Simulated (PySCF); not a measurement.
Cards and structures have been mixed up. Pair them.

Structures:
1. `O=C1OC[C@H](C(Cl)Cl)O1`
2. `C=CC/C=C/F`
3. `CCCCS[SiH](Cl)SCCCC`

Card P (geometry GFN2-xTB):
* Rotational constants A, B, C: 2.326, 0.806, 0.713 GHz
* Static isotropic polarisability (PBE0/def2-SVPD): 81.5 au
* Isotropic shieldings of nuclei other than C and H, by class (GIAO PBE0/pcSseg-1): 31 (1 O), 163 (1 O), 186 (1 O), 724 (1 Cl), 738 (1 Cl) ppm
* Lowest singlet excitation (TDDFT PBE0/def2-SVPD): 7.00 eV (177 nm, f = 0.002)
* HOMO energy (PBE0/def2-SVPD): -9.03 eV
* Dipole moment (PBE0/def2-SVPD): 4.59 D
* Point group: C1

Card Q (geometry GFN2-xTB):
- Rotational constants A, B, C: 10.740, 1.472, 1.411 GHz
- Static isotropic polarisability (PBE0/def2-SVPD): 62.3 au
- HOMO energy (PBE0/def2-SVPD): -7.35 eV
- Isotropic shieldings of nuclei other than C and H, by class (GIAO PBE0/pcSseg-1): 296 (1 F) ppm
- Strongest line among the 6 lowest singlet transitions (TDDFT PBE0/def2-SVPD): S6 at 7.56 eV (164 nm, f = 0.114)
- 13C chemical shifts (computed TMS as zero) by class (GIAO PBE0/pcSseg-1): 158.8 (1 C), 145.9 (1 C), 121.4 (1 C), 117.1 (1 C), 37.5 (1 C) ppm
- Lowest triplet excitation (Tamm–Dancoff) (TDA PBE0/def2-SVPD): 4.34 eV

Card R (geometry PBE0-D3(BJ)/def2-SVP):
* Rotational constants A, B, C: 0.718, 0.248, 0.223 GHz
* Static isotropic polarisability (B3LYP/def2-SVPD): 183.8 au
* Dipole moment (B3LYP/def2-SVPD): 1.92 D
* Strongest line among the 10 lowest singlet transitions (TDDFT B3LYP/def2-SVPD): S6 at 6.22 eV (199 nm, f = 0.067)
* Lowest singlet excitation (TDDFT B3LYP/def2-SVPD): 5.01 eV (247 nm, f = 0.012)

Species are written as SMILES; each is one conformer at its optimised geometry, gas phase, non-relativistic unless stated. Electronic properties by PySCF. NMR classes are plain means over equivalent atoms (diastereotopic ones count apart unless rotation or inversion swaps them), as if these changed places fast.

Q: Which card belongs to which structure?

A: P = 1, Q = 2, R = 3. What ties each card to its structure:
- 1 (card P), C4H4Cl2O3, monoisotopic mass 170.0 u, 9 heavy atoms: an asymmetric top with C = 0.713 GHz; polarisability 81.5 au for 86 electrons; dipole 4.59 D.
- 2 (card Q), C5H7F, monoisotopic mass 86.1 u, 6 heavy atoms: 5 C in 5 classes; the least shielded carbon (158.8 ppm) is a vinylic C–F carbon; an asymmetric top with C = 1.411 GHz, the highest such constant on the cards; polarisability 62.3 au for 46 electrons.
- 3 (card R), C8H19ClS2Si, monoisotopic mass 242.0 u, 12 heavy atoms: an asymmetric top with C = 0.223 GHz, the lowest such constant on the cards; polarisability 183.8 au for 130 electrons; dipole 1.92 D.
